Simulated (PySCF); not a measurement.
Q: Give a PBE0-D3(BJ)/def2-SVP geometry of `Cc1ccc(C#[O+])c(C)c1`. (Charge +1.)

A: 
```xyz
19
C9H9O angstrom
C     -3.0001   -1.6295   -0.5890
C     -1.7137   -0.9216   -0.3510
C     -1.6852    0.4912   -0.2789
C     -0.5123    1.1586   -0.0335
C      0.6785    0.3948    0.1453
C      1.8479    1.0766    0.3848
O      2.7959    1.6610    0.5808
C      0.6964   -1.0316    0.0793
C      1.9515   -1.8235    0.2417
C     -0.5236   -1.6443   -0.1697
H     -2.8481   -2.6410   -0.9870
H     -3.5430   -1.7268    0.3683
H     -3.6520   -1.0628   -1.2686
H     -2.6074    1.0588   -0.4206
H     -0.4840    2.2485    0.0249
H      1.7900   -2.6641    0.9320
H      2.2524   -2.2545   -0.7271
H      2.7977   -1.2337    0.6222
H     -0.5537   -2.7353   -0.2294
```

Orientation and origin are arbitrary. Atoms count from 1 in this order. C3 (aromatic CH carbon) is planar (angles 120.8°, 119.7° and 119.5°, sum 360.0°, 0.00 Å off the plane of its three neighbours). C5 (substituted aromatic carbon) is planar (angles 122.7°, 119.5° and 117.8°, sum 360.0°, 0.00 Å off the plane of its three neighbours). C2 (substituted aromatic carbon) is planar (angles 120.6°, 120.0° and 119.4°, sum 360.0°, 0.01 Å off the plane of its three neighbours). The 6-membered ring C2–C3–C4–C5–C8–C10 has internal angles of 116.0° to 122.8°; it is planar, 0.00 Å rms from its mean plane, widest ring torsion 0°.

Bonds between heavy atoms (Å): C1–C2 1.487, C2–C3 1.415, C3–C4 1.372, C4–C5 1.426, C5–C6 1.375, C6≡O7 1.131, C5–C8 1.428, C8–C9 1.493, C8–C10 1.388, C2–C10 1.404.

Computed, not measured: PBE0-D3(BJ)/def2-SVP geometry optimisation, gas phase in PySCF.

No frequency check.

On one thread of an x86-64 server, no GPU (shared host), this took 90 s of wall time. That covers the optimisation of the geometry.
